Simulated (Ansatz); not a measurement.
Consider the substitution at a C–In bond: `C=C[CH2][In]([F])[F]` + `BN[SiH3]` → `BN([SiH3])CC=C` + `[F][InH][F]`.

Gas-phase electronic energies from Ansatz, PBE0-D4/def2-TZVP geometries. CCSD(T)/CBS is the MP2 limit (def2-TZVPP, def2-QZVPP) plus CCSD(T) − MP2 in def2-TZVPP, frozen cores. Functionals use def2-TZVPP. B3LYP here is the variant with VWN-RPA as its local correlation; programs differ in this. HSE06 is defined as in plane-wave codes. Elements past krypton have def2 core potentials. For In outer-core shells are correlated without core-valence functions, which leaves a few kJ/mol of doubt a bond. Each species was taken in one conformer, which may not be the lowest.

Is it downhill or uphill in electronic energy at CCSD(T)/CBS, and by how much? (Estimate.)

The calculation gave: Uphill: ΔE = +13.9 kcal/mol.

What do these levels give: PBE0-D4, B3LYP-D4, BHLYP-D4, ωB97M-V, PBE, r2SCAN, HSE06, CAM-B3LYP, LC-ωPBE, CCSD(T)/def2-SVP, SCS-MP2/def2-TZVPP, MP2/def2-QZVPP? (Best estimate.)

Computed: PBE0-D4 11.8, B3LYP-D4 12.0, BHLYP-D4 11.7, ωB97M-V 11.7, PBE 13.8, r2SCAN 13.1, HSE06 13.1, CAM-B3LYP 12.4, LC-ωPBE 12.0, CCSD(T)/def2-SVP 9.3, SCS-MP2/def2-TZVPP 13.2, MP2/def2-QZVPP 14.7 kcal/mol.

Largest T1 diagnostic among the species: 0.017.

At CCSD(T), def2-SVP lies −4.6 kcal/mol from the extrapolated value and def2-TZVPP −1.3 kcal/mol. The D4 term adds −2.1 kcal/mol with B3LYP and −1.2 kcal/mol with PBE0; it sums over pairs of atoms, weighted by their polarisabilities, and B3LYP, whose exchange is more repulsive, gets the larger term.
